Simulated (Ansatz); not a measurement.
## Relaxing a trial structure of ClFGaH3Si

The starting geometry of this gas-phase singlet was optimised with GFN2-xTB; its bonds are those of `F[SiH2][GaH][Cl]`.

```xyz
7

Cl   -0.2842    1.3399   -3.0236
F    -3.1595   -1.2199   -0.5308
Ga   -1.2786    1.2706   -1.1778
Si   -1.7494   -0.7240    0.0985
H    -0.8583   -1.8652   -0.1468
H    -2.0652   -0.5763    1.5201
H    -1.7678    2.7565   -0.7438
```

Predict what it relaxes into with r2SCAN-D4/def2-SVP.

It keeps its bonds, and is `F[SiH2][GaH][Cl]`.

The energy falls by 0.24 eV over 26 steps:

| step | E − E(last) (eV) |
| --- | --- |
| 1 | 0.238 |
| 4 | 0.058 |
| 7 | 0.052 |
| 9 | 0.051 |
| 12 | 0.046 |
| 15 | 0.029 |
| 18 | 0.011 |
| 20 | 0.003 |
| 23 | 0.000 |
| 26 | 0.000 |

Final geometry (Å):

```yaml
atoms:
  - { symbol: Cl, position_ang: [0.5849, 1.5332, -1.7854] }
  - { symbol: F, position_ang: [-3.4395, -0.8835, 0.3717] }
  - { symbol: Ga, position_ang: [-1.4976, 1.3020, -1.2241] }
  - { symbol: Si, position_ang: [-1.8611, -0.7483, -0.0332] }
  - { symbol: H, position_ang: [-1.4923, -1.9235, -0.8769] }
  - { symbol: H, position_ang: [-1.0519, -0.7829, 1.2210] }
  - { symbol: H, position_ang: [-2.4056, 2.4849, -1.6772] }
```

The end wasn't checked by frequencies. Run with Ansatz 0.2.0, 71 s on 1 thread of Intel(R) Xeon(R) 6975P-C (Granite Rapids), with other jobs on the host.
